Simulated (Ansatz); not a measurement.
Calculated with Ansatz (gas phase, PBE0-D4/def2-TZVP geometries, no zero-point term in ΔE). CCSD(T)/CBS adds triple-zeta CCSD(T) − MP2 to the extrapolated MP2 energy (def2 sets, frozen cores). This one scheme is used for every species. Functionals use def2-TZVPP. Elements past krypton have def2 core potentials. For Sn outer-core shells are correlated without core-valence functions, which leaves a few kJ/mol of doubt a bond. One conformer a species, not always the lowest.

`O=CN[SiH3]` + `[OH][SnH3]` → `O=C[O][SnH3]` + `N[SiH3]`  (substitution at a C–N bond)

`O=CN[SiH3]`:

Z-matrix (Å, degrees):
```
Si
N 1 1.760
H 1 1.480 2 110.9
H 1 1.485 2 103.9 3 118.2
H 1 1.480 2 110.9 3 -123.5
C 2 1.356 1 119.0 3 61.8
H 2 1.007 1 123.5 3 -118.3
O 6 1.210 2 122.5 1 0.0
H 6 1.105 2 114.9 1 180.0
```

`[OH][SnH3]`:

Z-matrix (Å, degrees):
```
Sn
O 1 1.970
H 1 1.709 2 108.5
H 1 1.698 2 103.1 3 119.8
H 1 1.709 2 108.5 3 -120.5
H 2 0.959 1 113.2 3 60.0
```

`O=C[O][SnH3]`:

Cartesian coordinates in Å:
```
O -0.249 1.456 -0.912
C -0.208 1.502 0.299
O -0.026 0.460 1.056
Sn 0.163 -1.167 -0.187
H -0.323 2.440 0.863
H 1.554 -0.972 -1.136
H -1.293 -1.389 -1.024
H 0.381 -2.329 1.042
```

`N[SiH3]`:

```xyz
7

N    -0.590   -0.146   -0.876
Si    0.297    0.015    0.589
H    -0.168   -0.610   -1.665
H    -1.186    0.606   -1.183
H     0.855   -1.318    0.933
H     1.436    0.980    0.560
H    -0.644    0.473    1.643
```

**Question.** Is it downhill or uphill in electronic energy at CCSD(T)/CBS, and by how much? (An estimate is asked.)

**Answer.** Computed: Downhill: ΔE = -20.2 kJ/mol.

**Question.** What do these levels give: r2SCAN-D4, r2SCANh-D4, r2SCANh, HF/def2-SVP, MP2/def2-SVP, CCSD(T)/def2-TZVPP? (Estimate.)

**Answer.** The calculation gave: r2SCAN-D4 -21.4, r2SCANh-D4 -21.2, r2SCANh -21.2, HF/def2-SVP -25.1, MP2/def2-SVP -26.4, CCSD(T)/def2-TZVPP -21.3 kJ/mol.

**Question.** What do rigid-rotor, harmonic-oscillator terms from PBE0-D4/def2-TZVP frequencies (298.15 K, 1 bar) make of the CCSD(T)/CBS value? (An estimate is asked.)

**Answer.** The calculation gave: ΔZPE = -0.1 kJ/mol, ΔH = -20.1 kJ/mol, ΔS = -3 J/(mol·K), ΔG = -19.1 kJ/mol.

Largest T1 diagnostic among the species: 0.017.

At CCSD(T), def2-SVP lies −7.8 kJ/mol from the extrapolated value and def2-TZVPP −1.1 kJ/mol. Leaving LDA and LC-ωPBE aside and taking each functional with its dispersion term where it has one, the values, not all of them listed here, spread over 6.3 kJ/mol, from B97M-V to revPBE-D4.
